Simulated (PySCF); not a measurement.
C5H5, SMILES [CH]1C=CC=C1 (connectivity only; charge and spin as stated), charge +1, multiplicity 1.

Coordinates come from a PBE0-D3(BJ)/def2-SVP optimisation. The multiplicity is an assumed one; other spin states were not compared. The isomer is the one that the SMILES or the coordinates give; other isomers of the formula were not compared.

The numbers are results of TDDFT-CAM-B3LYP/def2-SVPD in PySCF 2.14.0, not measurements.

Vertical excitations. The molecule is in vacuum. State labels are in the subgroup C2v.

Computed excitation energies, oscillator strengths and character:
| state | symmetry | energy (eV) | λ (nm) | f | main pairs |
|---|---|---|---|---|---|
| S1 | B2 | 0.83 | 1494 | 0.001 | HOMO→LUMO 108 % |
| S2 | B1 | 4.37 | 284 | 0.000 | HOMO−1→LUMO 99 % |
| S3 | A2 | 4.80 | 258 | 0.000 | HOMO−3→LUMO 97 % |
| S4 | B1 | 4.85 | 256 | 0.001 | HOMO−4→LUMO 99 % |
| S5 | A2 | 5.57 | 222 | 0.000 | HOMO−5→LUMO 98 % |
| S6 | A1 | 5.67 | 218 | 0.101 | HOMO−2→LUMO 89 % |
| S7 | B2 | 7.94 | 156 | 0.215 | HOMO→LUMO+2 98 % |
| S8 | A1 | 8.19 | 151 | 0.414 | HOMO→LUMO+1 87 % |
| S9 | A2 | 8.50 | 146 | 0.000 | HOMO→LUMO+3 95 % |
| S10 | B1 | 8.66 | 143 | 0.000 | HOMO−6→LUMO 92 % |
| T1 | A1 | 3.26 | 380 | 0 | HOMO−2→LUMO 90 % |
| T2 | B1 | 3.86 | 321 | 0 | HOMO−1→LUMO 93 % |
| T3 | A2 | 4.38 | 283 | 0 | HOMO−3→LUMO 94 % |
| T4 | B1 | 4.38 | 283 | 0 | HOMO−4→LUMO 93 % |
Triplets are in the Tamm–Dancoff approximation, which puts them higher than full response would, so one can lie above its singlet here.
